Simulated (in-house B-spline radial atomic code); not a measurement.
Results of a calculation; reference values are marked as such.
**Work functions and surface energies across electron densities: Be, In, Tl, Cd, Ca, Ba, Rb**

The positive ions are smeared into a uniform slab; the electrons are solved self-consistently in the LDA (PW92) on a fine grid across the film. Stabilised jellium adds, inside the slab, the constant potential −n de/dn that makes the bulk stable at the metal's density. No lattice, so no dependence on crystal face. Atomic units unless named.

Thick-film averages; measured work functions from the table in Wikipedia's article on work functions.

```tsv
metal	r_s (bohr)	Φ jellium (eV)	Φ stabilised (eV)	Φ measured (eV)	σ jellium (J/m²)	σ stabilised (J/m²)
Be	1.87	3.82	4.39	4.98	-1.561	1.090
In	2.41	3.64	4.00	4.09	0.022	0.668
Tl	2.49	3.60	3.93	about 3.84	0.086	0.619
Cd	2.59	3.56	3.86	4.08	0.143	0.562
Ca	3.27	3.23	3.36	2.87	0.220	0.304
Ba	3.7	3.03	3.09	2.52 to 2.70	0.188	0.214
Rb	5.31	2.44	2.36	2.261	0.083	0.072
```

Where do the two models part, and which lies nearer to measurement?

They differ by +0.57 eV for Be and -0.08 eV for Rb; the stabilising potential vanishes near r_s = 4.2, where jellium is in equilibrium. Against the middle of the measured ranges the mean absolute misses are 0.48 eV (jellium) and 0.30 eV (stabilised). The largest miss of the stabilised model is -0.59 eV, for Be. Plain jellium has a negative surface energy for Be.
